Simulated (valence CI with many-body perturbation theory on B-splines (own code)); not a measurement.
Results of a calculation; reference values are marked as such.
# La50+ in three bases

Method: relativistic CI+MBPT: five valence electrons over a frozen Dirac-Fock core [He], radial functions for each j: 9 s, 9 p, 8 d, 6 f, 3 g, 1 h, with the one-electron correlation potential Σ1 (screened to all orders), the two-electron term Σ2, the three-electron term Σ3, Breit, model QED; selected single and double excitations, second order for the rest, scaled by the run's own slope (own B-spline code, finite nucleus).

The last digits are not significant, and no measured levels were compared; by estimate large intervals hold to a few tenths of a per cent, small ones and those within an open d or f shell to about a per cent. Among the levels kept, up to 4100 cm⁻¹ of a level comes from second order outside the variational space, and about a tenth of that is noise between levels of different J, which matters for small intervals.

The reference run has the lowest level (2s^2 2p1/2^2 2p3/2) J=3/2 and an ionisation energy of 9436.70 eV. Its largest variational space holds 20000 state functions.

Levels are named by their leading jj configuration (3d3/2^4 stands for four electrons in 3d with j = 3/2), which in mixed levels can hold well under half, so a name can repeat and another be missing. Letters in brackets count levels of one name in rising energy.

Changed runs:
A. basis 6 s, 6 p, 5 d, 3 f, 1 g
B. basis 5 s, 5 p, 4 d, 2 f

Excitation energies of the reference run in cm⁻¹, and shifts in cm⁻¹:

| Level | Reference | A | B |
| --- | --- | --- | --- |
| (2s^2 2p1/2 2p3/2^2) J=3/2 | 3339580 | -58 | -294 |
| (2s^2 2p1/2 2p3/2^2) J=5/2 | 3507150 | +101 | +149 |
| (2s^2 2p1/2 2p3/2^2) J=1/2 | 3782060 | +32 | +195 |
| (2s 2p1/2^2 2p3/2^2) J=5/2 | 5235940 | -81 | -284 |
| (2s 2p1/2^2 2p3/2^2) J=1/2 | 5833300 | -47 | +108 |
| (2s 2p1/2^2 2p3/2^2) J=3/2 | 5845770 | +54 | +241 |
| (2s^2 2p3/2^3) J=3/2 | 7131750 | -3.3 | -44 |
| (2s 2p1/2 2p3/2^3) J=3/2 [a] | 8744760 | -152 | -427 |
| (2s 2p1/2 2p3/2^3) J=5/2 | 9020160 | +56 | +99 |
| (2s 2p1/2 2p3/2^3) J=1/2 | 9347140 | -18 | +38 |
| (2s 2p1/2 2p3/2^3) J=3/2 [b] | 9434390 | +103 | +356 |
| (2p1/2^2 2p3/2^3) J=3/2 | 11529800 | -43 | +134 |
| Ionisation energy (eV) | 9436.70 | -0.021 | -0.11 |
